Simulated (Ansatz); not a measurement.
Reaction (ligand exchange at the Si–O bond): `FB(O[SiH3])O[SiH3]` + `[OH][GaH][SH]` → `[SiH3][O][GaH][SH]` + `OB(F)O[SiH3]`

Gas-phase electronic energies from Ansatz, PBE0-D4/def2-TZVP geometries. CBS: MP2 limit from def2 TZ/QZ plus the TZ coupled-cluster correction, frozen cores. DFT in def2-TZVPP. For Ga outer-core shells are correlated without core-valence functions, which leaves a few kJ/mol of doubt a bond. Scalar relativity is left out up to krypton. Each species was taken in one conformer, which may not be the lowest.

Q: Is it downhill or uphill in electronic energy at CCSD(T)/CBS, and by how much? (Estimate.)

A: Ansatz gave: Downhill: ΔE = -4.4 kcal/mol.

Q: What do these levels give: ωB97X-V, ωB97M-V, B2PLYP, HF/def2-SVP, CCSD/def2-SVP, SCS-MP2/def2-QZVPP? (An estimate is asked.)

A: The calculation gave: ωB97X-V -4.2, ωB97M-V -4.3, B2PLYP -4.1, HF/def2-SVP -5.9, CCSD/def2-SVP -6.0, SCS-MP2/def2-QZVPP -4.5 kcal/mol.

Largest T1 diagnostic among the species: 0.014.

The D4 term adds −0.9 kcal/mol with B3LYP and −0.5 kcal/mol with PBE0; it sums over pairs of atoms, weighted by their polarisabilities, and B3LYP, whose exchange is more repulsive, gets the larger term. At CCSD(T), def2-SVP lies −1.7 kcal/mol from the extrapolated value and def2-TZVPP −0.4 kcal/mol. From BLYP to BHLYP (50 % exact exchange), in def2-TZVPP and without D4, ΔE moves by −1.1 kcal/mol.

B3LYP here is the variant with VWN-RPA as its local correlation; programs differ in this.
